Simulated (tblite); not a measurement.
Isomers of C6H3F2O (doublet state). Level: GFN2-xTB in tblite, geometry and Hessian alike; calculated harmonic values, unscaled, isolated species. The method is semi-empirical: single wavenumbers can be off by several per cent or more. One conformer each. Open shells enter through the occupations alone, without spin polarisation, and single modes of such species can be off by tens of per cent.

Electronic energies: GFN2-xTB at the same geometries; isomer energies are rough at this level and their order can be wrong.

```tsv
SMILES	electronic energy, lowest = 0 (kJ/mol)
Oc1cc(F)c[c]c1F	95.0
[O]c1cc(F)ccc1F	0.0
Oc1[c]c(F)ccc1F	106.6
```

Question: How do GFN2-xTB zero-point energies change the relative energies?

Answer: 
```tsv
SMILES	ZPE (kJ/mol)	of it from modes above 1550 cm⁻¹	electronic (kJ/mol)	with ZPE, lowest = 0 (kJ/mol)	lowest mode (cm⁻¹)	rings
[O]c1cc(F)ccc1F	190.6	74.6	0.0	0.0	112	1
Oc1cc(F)c[c]c1F	189.8	67.8	95.0	94.2	131	1
Oc1[c]c(F)ccc1F	190.0	67.9	106.6	105.9	128	1
```

The zero-point energies span 0.8 kJ/mol, from `Oc1cc(F)c[c]c1F` to `[O]c1cc(F)ccc1F`. The order is unchanged.

Question: What do entropy and thermal enthalpy add at 298.15 K and 1 bar (rigid rotor, harmonic oscillator, one conformer each)?

Answer: 
| SMILES | point group | symmetry number | S (J/(mol K)) | H − H(0) (kJ/mol) | ZPE + H − H(0) − TS (kJ/mol) |
| --- | --- | --- | --- | --- | --- |
| [O]c1cc(F)ccc1F | Cs | 1 | 359.3 | 21.60 | 105.1 |
| Oc1cc(F)c[c]c1F | Cs | 1 | 359.2 | 21.92 | 104.7 |
| Oc1[c]c(F)ccc1F | Cs | 1 | 360.7 | 22.08 | 104.5 |

S holds R ln(2S + 1) for the spin.
